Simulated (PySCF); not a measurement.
C₅H₁₂GaN.
Bonds: C1–N2, N2–Ga3, Ga3–C4, C4–C5, C5–C6, C6–C7, Ga3–C7. Hydrogens: H8, H9, H10 on C1; H11 on N2; H12, H13 on C4; H14, H15 on C5; H16, H17 on C6; H18, H19 on C7.

The calculation used PBE0-D3(BJ)/def2-SVP geometry optimisation, gas phase (PySCF 2.14.0).

How far are the bound atoms from Ga3?

3 atoms: N2 1.814 Å, C7 1.982 Å, C4 1.982 Å. The nearest atom not counted as bound is H11, at 2.47 Å.

List the angles at Ga3.

```csv
angle,degrees,distance of the outer atoms (Å)
N2–Ga3–C7,132.0,3.47
N2–Ga3–C4,131.5,3.46
C4–Ga3–C7,96.5,2.96
```

What is the shape at Ga3?

Planar: angles 132.0°, 131.5° and 96.5°, sum 360.0°, 0.01 Å off the plane of its three neighbours.

What are the other bond lengths?

C1–N2 1.441 Å; C4–C5, C6–C7 1.537 Å; C5–C6 1.540 Å; C1–H8, C1–H9, C1–H10 1.105 Å; N2–H11 1.014 Å; C4–H12 and 3 like bonds 1.102 Å; C5–H14 and 3 like bonds 1.105 Å.

Give some angles away from the centre.

C1–N2–Ga3 127.8°, Ga3–C4–C5 100.1°, C4–C5–C6 111.6°.

What are the rotational constants (commonest isotopes, rigid rotor)?

A = 4587, B = 1194, C = 987.7 MHz: an asymmetric top.

Point group: C1 (no symmetry element, even within 0.4 Å). Charge 0, singlet. No frequency check.

The run took 2.0 min wall on an Arm Neoverse V2 with one thread, no GPU, shared host, and the process peaked at 0.97 GiB of memory. These figures are those of the optimisation.

One conformer stands for the species.
